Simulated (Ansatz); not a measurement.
Geometry optimisation, RKS B3LYP/def2-SVP in Ansatz.

The input (input.yaml):

```yaml
crystal:
  periodic: [false, false, false]
  atoms:
    - { symbol: C, position_ang: [-0.0999, -2.5175, -1.1636] }
    - { symbol: C, position_ang: [-0.4698, -1.5655, -0.4579] }
    - { symbol: C, position_ang: [-0.8906, -0.4517, 0.4163] }
    - { symbol: Cl, position_ang: [-2.436, 0.07, -0.0169] }
    - { symbol: C, position_ang: [0.1271, 0.7142, 0.2792] }
    - { symbol: C, position_ang: [0.8855, 1.1055, 1.3407] }
    - { symbol: "N", position_ang: [0.2476, 1.4027, -0.9087] }
    - { symbol: H, position_ang: [0.1669, -3.2629, -1.8204] }
    - { symbol: H, position_ang: [-0.9051, -0.7891, 1.5079] }
    - { symbol: H, position_ang: [0.8321, 0.5815, 2.3223] }
    - { symbol: H, position_ang: [1.5658, 1.9247, 1.295] }
    - { symbol: H, position_ang: [0.7873, 2.25575, -0.86194] }
    - { symbol: H, position_ang: [-0.64556, 1.44751, -1.45326] }
basis:
  gaussian: { orbitals: def2-SVP }
hamiltonian:
  xc: b3lyp
relax:
  f_tol: 0.015
  max_steps: 40
output:
  orbitals: {}
```

Run as:

```bash
$ ansatz run input.yaml --threads 2 --pin off --max-ram 3072MiB --backend cpu --events-out ev --progress --plain --runs-dir out
```

Q: Where does it end, and by what steps?

A: The forces met the threshold. After 8 steps the energy has fallen by 0.573 eV; H12 moved furthest, 0.13 Å.

```
step  energy less start (eV)  largest force component (eV/Å)  accepted
   0                  0.0000                           3.936       yes
   1                 -0.4230                           2.232       yes
   2                 -0.5279                           1.057       yes
   3                 -0.4384                           2.662        no
   4                 -0.5705                           0.132       yes
   5                 -0.5724                           0.051       yes
   6                 -0.5728                           0.045       yes
   7                 -0.5729                           0.029       yes
   8                 -0.5731                           0.014       yes
```

```xyz
13
Properties=species:S:1:pos:R:3
C -0.122 -2.463 -1.183
C -0.436 -1.529 -0.479
C -0.789 -0.426 0.404
Cl -2.516 0.134 0.004
C 0.151 0.759 0.326
C 0.877 1.103 1.408
N 0.233 1.345 -0.924
H 0.157 -3.284 -1.816
H -0.853 -0.774 1.442
H 0.802 0.539 2.337
H 1.587 1.934 1.377
H 0.709 2.240 -0.961
H -0.634 1.337 -1.456
```

Whether the end is a true minimum wasn't checked by a vibrational analysis.

Time of the run: 48 s on 2 threads of Arm Neoverse V1, with other jobs on the host, peak memory 0.38 GiB.
